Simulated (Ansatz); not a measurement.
```xyz
11

C    -0.9510    0.0091   -1.1212
C     0.0173   -0.9747   -0.5043
O     0.0822   -0.8636    0.9042
In    0.9010    0.7030    1.7516
Cl    2.1087    2.1983    0.4695
Cl    0.7321    0.9986    4.0192
H    -1.0356   -0.1524   -2.1991
H    -0.6103    1.0400   -0.9724
H    -1.9426   -0.0988   -0.6765
H    -0.3113   -2.0001   -0.7098
H     1.0094   -0.8593   -0.9612
```

The species carries charge 0 and has multiplicity 1. In takes the def2 core potential.

Question: List the ωB97M-V/def2-TZVPP orbital energies in eV (Ansatz). (An estimate is asked.)

Answer: Computed: Occupied: -2772.05, -2771.99, -526.20, -282.91, -281.44, -262.41, -262.35, -199.89, -199.82, -199.77, -199.75, -199.70, -199.69, -132.61, -89.09, -88.85, -88.77, -30.77, -26.40, -26.29, -25.46, -25.43, -25.38, -24.61, -24.31, -23.61, -19.92, -16.40, -15.59, -14.87, -14.05, -13.21, -13.15, -12.56, -12.04, -11.83, -11.63, -11.50, -10.71, -10.62. Lowest empty: -0.49, 0.20, 1.77, 1.92, 2.38, 3.10, 3.99, 4.07.
